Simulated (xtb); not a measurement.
Job for xtb: GFN2-xTB on H2OSi (SMILES O[SiH]), a point of a torsion scan.

```
$ xtb mol.xyz --gfn 2 --sp --chrg 0 --uhf 0
4

O     -0.81477277     0.20925473     0.25004933
Si     0.67554110     0.71283756    -0.19338713
H     -1.36711147    -0.44231252    -0.17438447
H      1.43747373    -0.57441611    -0.13361767
```

Question: Predict the final total energy.

Answer: -6.7946 hartree.
